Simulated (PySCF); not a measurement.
**Working out the ionisation energy of Pd⁺**

Pd⁺ [Kr] 4d9 (2D) → Pd²⁺ [Kr] 4d8 (3F). Computed with PySCF 2.14 in aug-cc-pVDZ-PP with ECP28MDF, with scalar relativity through the core potential. Frozen: 4s2 4p6. Energies in hartree (1 hartree = 27.21139 eV):

```csv
part,Pd⁺ (lower),Pd²⁺ (upper)
UHF,-126.376467,-125.737956
CCSD correlation,-0.224718,-0.167512
(T),-0.005087,-0.002219
```

Question: What does Hartree-Fock give?

Answer: (-125.737956) − (-126.376467) = 0.638511 hartree = 17.375 eV.

Question: What do CCSD and CCSD(T) give?

Answer: The CCSD correlation energies differ by 0.057206 hartree = 1.557 eV and the triples by 0.002868 hartree = 0.078 eV, so CCSD gives 18.932 eV and CCSD(T) 19.010 eV.

Reference: 19.43 ± 0.12 eV (semi-empirical (NIST evaluation); NIST Atomic Spectra Database, ionization energies), between the lowest levels; spin-orbit coupling is absent from the calculation.

A double-zeta basis recovers only part of the correlation energy.

What remains against the reference includes basis incompleteness, the frozen core and higher excitations.
